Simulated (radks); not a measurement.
The numbers below are computed, except where a source is named.
Ba35+, configuration [Ar] 3d1 4p2 (not the ground configuration).

Level of theory: scalar-relativistic Kohn-Sham, BP86, spin-polarised, spherical densities, finite nucleus; open shells are filled with parallel spins first (spin-orbit coupling, left out, can overturn this in heavy ions); Fermi nuclear charge, rms radius 4.8378 fm (a radial shooting solver on a logarithmic mesh with Libxc functionals).

Energy parts (Ry):
part                       energy
total                 -14311.6963
kinetic                15210.5241
electron-nucleus      -31685.8908
Hartree                 2432.0141
exchange-correlation    -268.3437

Orbitals (lengths in bohr, moments of r in powers of bohr; <r^-3> diverges for s and p1/2; r(90%) holds 90 % of the orbital's charge):
orbital	occ.	eigenvalue (Ry)	r(90%)	<r^2>	<r>	<r^-3>
1s up	1	-2876.336	0.0461	0.0008885	0.02558	-
1s down	1	-2876.213	0.0461	0.0008885	0.02558	-
2s up	1	-567.8393	0.168	0.01396	0.1089	-
2s down	1	-567.4475	0.168	0.01394	0.1088	-
2p up	3	-524.0616	0.155	0.01106	0.09532	7121
2p down	3	-523.7121	0.155	0.01105	0.09527	7127
3s up	1	-205.3379	0.394	0.08344	0.2707	-
3s down	1	-204.8376	0.394	0.08341	0.2707	-
3p up	3	-191.5781	0.392	0.08057	0.2642	1711
3p down	3	-191.0434	0.392	0.08055	0.2642	1707
3d up	1	-174.7421	0.359	0.06372	0.2346	247.1
3d down	0	-174.1211	0.359	0.06376	0.2347	247.0
4s up	0	-103.0814	0.737	0.3078	0.5236	-
4s down	0	-102.0618	0.738	0.3083	0.5239	-
4p up	2	-97.55270	0.747	0.3132	0.5263	606.8
4p down	0	-96.53866	0.749	0.3139	0.5267	607.3
4d up	0	-90.70803	0.738	0.2971	0.5100	87.65
4d down	0	-89.74110	0.740	0.2973	0.5098	88.37

The highest occupied level is 4p up at -1327.3 eV. The configuration is held as typed, so some empty levels lie below it. The electron density at the nucleus is 3.346e+05 e/bohr^3 (large components only). Spin moment in Bohr magnetons: 3. The density falls to 0.001 e/bohr^3 at r = 1.17 bohr.
